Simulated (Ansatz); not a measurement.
TiS2⁻ was relaxed with PBE-D4 (def2-TZVPD) in Ansatz in these states: charge -1 doublet, charge -1 quartet. The geometries follow in no particular order.

A:

```xyz
3

Ti    0.0576    0.6806    0.2724
S    -1.1094   -0.8122    1.2713
S     1.0518    0.1316   -1.5437
```

B:

```csv
atom,x (Å),y (Å),z (Å)
Ti1,0.479,0.545,-0.427
S2,-0.511,0.992,1.521
S3,0.033,-1.537,-1.094
```

Question: Judge from the bond lengths which geometry belongs to which state (an estimate).

Answer: A is the charge -1 doublet (Ti1–S3 2.142 Å, Ti1–S2 2.142 Å); B is the charge -1 quartet (Ti1–S3 2.230 Å, Ti1–S2 2.230 Å).

At PBE-D4/def2-TZVPD the highest occupied level of the charge -1 doublet lies above zero (up to 0.11 eV). By energy differences its removal costs 2.11 eV (vertical, to the charge 0 singlet, at PBE-D4/def2-TZVPD); a positive level beside a positive removal energy at the same level points to self-interaction error. At PBE-D4/def2-TZVPD the highest occupied level of the charge -1 quartet lies above zero (up to 0.67 eV). It is a level of α spin, whose loss leaves a triplet; that state wasn't run at this geometry and level. The electron is either unbound and held by the finite basis, or the level is raised by self-interaction error. At PBE0-D4/def2-TZVPD a doublet lies 1.45 eV below the charge -1 quartet. These are the stationary points nearest to one start from a short search; other shapes may lie lower in each state.
